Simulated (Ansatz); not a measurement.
Species: H6GaN3, SMILES `[NH2][Ga]([NH2])[NH2]` (charge 0, multiplicity 1), formula H₆GaN₃.

Task: How many basis functions does frozen-core CCSD(T)/cc-pVTZ // PBE0-D4/def2-TZVP run with Ansatz (a first-principles code) use, how many core orbitals are frozen, and how many electrons are correlated?

Result: 217 basis functions and 12 frozen orbitals, which leaves 34 correlated electrons (filled d shells below the valence shell are correlated). Core time is of the order of minutes.
